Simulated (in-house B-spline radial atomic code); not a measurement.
## Neutral osmium: [Kr] 4d10 4f14 5s2 5p5 5d6 6s2 9s1 (an excited or competing configuration)

All numbers are computed (Dirac-Hartree-Fock, average of configuration; Fermi nucleus of rms radius 5.4126 fm) with an all-electron radial atomic-structure program (B-spline basis), not measured.

Z_r = [3n² - l(l+1)]/(2<r>); Z_e = n√(-2ε); the last column is Slater's effective charge. Values are occupation-weighted means over j. An effective charge above Z reflects the relativistic contraction of the inner shells.

| shell | electrons | ε (eV) | <r> (bohr) | Z_r | Z_e | Slater |
| --- | --- | --- | --- | --- | --- | --- |
| 1s | 2 | -74366 | 0.01773 | 84.58 | 73.93 | 75.70 |
| 2s | 2 | -13103 | 0.07421 | 80.85 | 62.07 | 71.85 |
| 2p | 6 | -11495 | 0.06682 | 74.83 | 58.13 | 71.85 |
| 3s | 2 | -3123.9 | 0.193 | 69.96 | 45.46 | 64.75 |
| 3p | 6 | -2637.3 | 0.1933 | 64.65 | 41.77 | 64.75 |
| 3d | 10 | -2050.8 | 0.1763 | 59.56 | 36.83 | 54.85 |
| 4s | 2 | -704.25 | 0.4319 | 55.57 | 28.78 | 48.25 |
| 4p | 6 | -540.2 | 0.458 | 50.22 | 25.20 | 48.25 |
| 4d | 10 | -323.44 | 0.4888 | 42.96 | 19.50 | 36.85 |
| 5s | 2 | -119.35 | 1.012 | 37.04 | 14.81 | 18.70 |
| 4f | 14 | -84.714 | 0.5492 | 32.78 | 9.98 | 25.45 |
| 5p | 5 | -75.104 | 1.163 | 31.38 | 11.75 | 18.70 |
| 5d | 6 | -21.568 | 1.646 | 20.96 | 6.30 | 7.25 |
| 6s | 2 | -15.259 | 2.788 | 19.37 | 6.35 | 4.60 |
| 9s | 1 | -0.70304 | 29.21 | 4.16 | 2.05 | 1.00 |

The least bound orbital is 9s1/2 at -0.703 eV, and it is also the most diffuse (<r> = 29.21 bohr). The part-filled 5p shell lies below the filled 6s shell in orbital energy.

Spin-orbit splittings of the orbital energies (j = l + 1/2 above j = l - 1/2 when positive): 2p 1534 eV, 3p 339.5 eV, 3d 72.82 eV, 4p 80.63 eV, 4d 15.17 eV, 4f 2.978 eV, 5p 12.97 eV, 5d 1.218 eV.

For the 1s electron the small component carries 8.26 % of the norm, the zero-frequency Breit interaction raises the level by 265.9 eV, self-energy by 167.7 eV, and vacuum polarisation lowers it by 32.68 eV.
